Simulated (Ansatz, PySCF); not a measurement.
Noncovalent pair: H4O2Si (SMILES O[SiH2]O) (first 7 atoms) with NH3 (SMILES N); geometry from B3LYP-D3(BJ)/def2-TZVP.
(charge 0, multiplicity 1):
```xyz
11

O     -0.04743     1.04060     1.31714
Si    -0.63689     0.35663    -0.03989
O      0.39431     0.50732    -1.31815
H      0.11140     0.46930     2.10348
H     -1.86126     1.04051    -0.49612
H     -0.91253    -1.08148     0.23563
H      1.31176     0.25787    -1.18256
N      0.32519    -0.61128     3.56927
H     -0.00626    -1.54984     3.37537
H      1.28532    -0.68192     3.88686
H     -0.22638    -0.24281     4.33618
```

Basis-set superposition error: the interaction energy with monomers in their own basis, and in the dimer's basis (counterpoise).

The values were computed with Ansatz (a quantum-chemistry and plane-wave program); PySCF for 6-31G* rows, M06-2X. Values without a source in brackets are computed.

```json
[
 {"level": "HF/6-31G*", "uncorrected (kcal/mol)": "-9.57", "counterpoise (kcal/mol)": "-8.11", "difference": "1.47"},
 {"level": "HF/aug-cc-pV(D+d)Z", "uncorrected (kcal/mol)": "-6.78", "counterpoise (kcal/mol)": "-6.23", "difference": "0.55"},
 {"level": "r2SCAN/def2-TZVPPD", "uncorrected (kcal/mol)": "-10.00", "counterpoise (kcal/mol)": "-9.83", "difference": "0.17"},
 {"level": "M06-2X/def2-TZVPPD", "uncorrected (kcal/mol)": "-9.56", "counterpoise (kcal/mol)": "-9.38", "difference": "0.18"},
 {"level": "CAM-B3LYP/def2-TZVPPD", "uncorrected (kcal/mol)": "-9.47", "counterpoise (kcal/mol)": "-9.30", "difference": "0.17"},
 {"level": "MP2/6-31G*", "uncorrected (kcal/mol)": "-12.63", "counterpoise (kcal/mol)": "-9.84", "difference": "2.79"},
 {"level": "MP2/aug-cc-pV(D+d)Z", "uncorrected (kcal/mol)": "-10.14", "counterpoise (kcal/mol)": "-8.56", "difference": "1.58"},
 {"level": "SCS-MP2/aug-cc-pV(D+d)Z", "uncorrected (kcal/mol)": "-9.28", "counterpoise (kcal/mol)": "-7.67", "difference": "1.62"},
 {"level": "CCSD/aug-cc-pV(D+d)Z", "uncorrected (kcal/mol)": "-9.40", "counterpoise (kcal/mol)": "-7.90", "difference": "1.49"},
 {"level": "CCSD(T)/aug-cc-pV(D+d)Z", "uncorrected (kcal/mol)": "-9.99", "counterpoise (kcal/mol)": "-8.35", "difference": "1.64"}
]
```

The error is largest for MP2/6-31G* (2.79 kcal/mol) and smallest for r2SCAN/def2-TZVPPD (0.17 kcal/mol).
